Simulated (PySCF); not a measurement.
## Working out the ionisation energy of S²⁺

S²⁺ [Ne] 3s2 3p2 (3P) → S³⁺ [Ne] 3s2 3p1 (2P). Computed with PySCF 2.14 in jorge-DZP-DKH, with the spin-free X2C one-electron Hamiltonian (Gaussian nucleus). Frozen: [Ne]. Energies in hartree (1 hartree = 27.21139 eV):

```tsv
part	S²⁺ (lower)	S³⁺ (upper)
UHF	-397.403983	-396.150052
CCSD correlation	-0.074893	-0.061696
(T)	-0.000884	-0.000575
```

Q: What does Hartree-Fock give?

A: (-396.150052) − (-397.403983) = 1.253931 hartree = 34.121 eV.

Q: What do CCSD and CCSD(T) give?

A: The CCSD correlation energies differ by 0.013197 hartree = 0.359 eV and the triples by 0.000309 hartree = 0.008 eV, so CCSD gives 34.480 eV and CCSD(T) 34.488 eV.

Reference: 34.86 ± 0.04 eV (semi-empirical (NIST evaluation); NIST Atomic Spectra Database, ionization energies), between the lowest levels; spin-orbit coupling is absent from the calculation.

A double-zeta basis recovers only part of the correlation energy.

What remains against the reference includes basis incompleteness, the frozen core and higher excitations.
